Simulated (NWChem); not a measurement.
# Atomisation of C3H8N

SMILES: C[C](C)N
```xyz
12

C      0.6897    -0.0306    -1.3056
C     -0.0209    -0.1493     0.0000
C      0.6897    -0.0306     1.3056
N     -1.4129     0.0407     0.0000
H      1.7084    -0.4643    -1.2522
H      0.8113     1.0327    -1.6549
H      0.1472    -0.5614    -2.1201
H      1.7084    -0.4643     1.2522
H      0.1472    -0.5614     2.1201
H      0.8113     1.0327     1.6549
H     -1.7970     0.4821     0.8419
H     -1.7970     0.4821    -0.8419
```
Charge 0, spin multiplicity 2.

Program: NWChem. All single points use one geometry, from UPBE/def2-SVP, a minimum by its harmonic frequencies. It is one conformer; others weren't searched.

Basis set: def2-TZVP. The atomisation energy is electronic alone: no zero-point, thermal, spin-orbit or counterpoise terms. No value is extrapolated to the basis-set limit. Free atoms are single determinants with multiplicities C 3, N 4, H 2.

B3LYP has NWChem's definition, with VWN1-RPA local correlation. The structure started from a generated list of species. The unpaired electrons of the parent sit in orbitals of symmetry a' (Cs labels of the run); other states weren't searched. The stability of the SCF solutions was not checked.

### Question
Order these methods by the atomisation energy they give, lowest first: LDA (SVWN5), PBE0, BP86, B3LYP, PBE.

### Answer
B3LYP (1073.0 kcal/mol), PBE0 (1079.7 kcal/mol), PBE (1097.0 kcal/mol), BP86 (1110.0 kcal/mol), LDA (SVWN5) (1229.3 kcal/mol)
